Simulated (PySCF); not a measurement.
A side-by-side comparison of computed properties.

First species: C₈H₉F.
InChI=1S/C8H9F/c9-7-8-5-3-1-2-4-6-8/h1-3,5-6H,4,7H2

Second species: C₅H₁₃NSi₂.
InChI=1S/C5H13NSi2/c1-2-3-6-7-4-5-8-6/h2H,1,3-5,7-8H2

Levels: PBE0/pcSseg-1 for HOMO energy, LUMO energy and HOMO–LUMO gap. Geometries: GFN2-xTB. All species are isolated and taken at one optimised geometry, non-relativistic unless stated. Electronic properties by PySCF.

The conformers computed, where there is a choice (atom-mapped SMILES and torsion angles):
- `[F:1][CH2:2][C:3]1=[CH:4][CH2:5][CH:6]=[CH:7][CH:8]=[CH:9]1`: F1–C2–C3–C4 9°

The conformers of `C=CCN1[SiH2]CC[SiH2]1` aren't listed.

Values for the first species:

- HOMO energy: -6.68 eV
- LUMO energy: -0.95 eV
- HOMO–LUMO gap: 5.73 eV

Task: Estimate the same properties for the second species, and the change in each.

Result: 
| property | first | second | second less first |
| --- | --- | --- | --- |
| HOMO energy | -6.68 eV | -6.74 eV | -0.06 eV |
| LUMO energy | -0.95 eV | 0.26 eV | +1.21 eV |
| HOMO–LUMO gap | 5.73 eV | 7.00 eV | +1.27 eV |

